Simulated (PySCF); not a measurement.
Start geometry of `FB(F)C=S` from a GFN2-xTB structure with every atom displaced at random (by about 0.01 Å) (Å):
```
atom  x, y, z in Å
F1     1.2654    1.3188    0.0280
B2     0.7630    0.1205    0.1003
F3     1.6444   -0.8074    0.3515
C4    -0.7032   -0.2307   -0.0943
S5    -1.9129    0.8418   -0.4149
H6    -1.0326   -1.2731   -0.0152
```

Question: What comes out of this run: PySCF 2.14.0, PBE0-D3(BJ)/def2-SVP geometry optimisation, gas phase?

Answer: 
```
atom  x, y, z in Å
F1     1.288    1.276    0.137
B2     0.778    0.069    0.153
F3     1.583   -0.941    0.421
C4    -0.746   -0.192   -0.138
S5    -1.767    0.986   -0.572
H6    -1.113   -1.228   -0.047
```

The energy falls by 0.108 eV over 7 energy and gradient evaluations, the largest force component goes from 0.0499 to 2.6e-04 Eh/bohr, and the atoms move by 0.052 Å rms after alignment. The bond that changes most is B2–C4 (three-coordinate boron to thiocarbonyl carbon), which lengthens by 0.054 Å. Bonds longer at the end by more than 0.005 Å: 4 of 5; shorter: 1. Among the angles that change most is S5–C4–H6, from 114.3° to 119.7°. Rotational constants go from 10184, 2216, 1820 to 9773, 2261, 1837 MHz. The orientation of the end geometry is arbitrary; only internal coordinates are fixed.

The run used 79 basis functions and 50 SCF cycles in all. Time: 17 s of wall time; peak memory 0.34 GiB. Hardware: one thread, Intel Xeon Platinum 8259CL at 2.50 GHz (x86_64), no GPU, shared host.

Not checked by PBE0-D3(BJ)/def2-SVP frequencies.
